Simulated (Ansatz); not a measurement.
Bi3⁺, relaxed as a singlet with RKS B3LYP-D4/def2-SVP in Ansatz, starting from the GFN1-xTB geometry. Force threshold 0.02 eV/Å.

In the def2 sets Bi takes a core potential; there is no spin–orbit coupling. The structure comes from a short search, and lower isomers may exist.

Start:

| atom | x (Å) | y (Å) | z (Å) |
| --- | --- | --- | --- |
| Bi1 | -0.083 | -1.241 | -1.108 |
| Bi2 | 0.579 | -0.293 | 1.534 |
| Bi3 | -0.495 | 1.534 | -0.426 |

```csv
step,energy (eV),largest force component (eV/Å),SCF passes
1,-17523.5105,0.469,25
2 (rejected),-17523.5034,0.520,31
3,-17523.5251,0.011,31
```

Force components are those of the run's own axes.

End:

```xyz
3

Bi   -0.085   -1.255   -1.122
Bi    0.586   -0.296    1.552
Bi   -0.501    1.551   -0.431
```

By distances, no bond broke or formed. The bond that changes most is Bi1–Bi2, from 2.88 to 2.92 Å (atoms count from 1).

No frequencies were taken in this run, so the end may be a saddle point.

It took 6.5 s on 2 threads of Intel Xeon 6975P-C on a shared host.
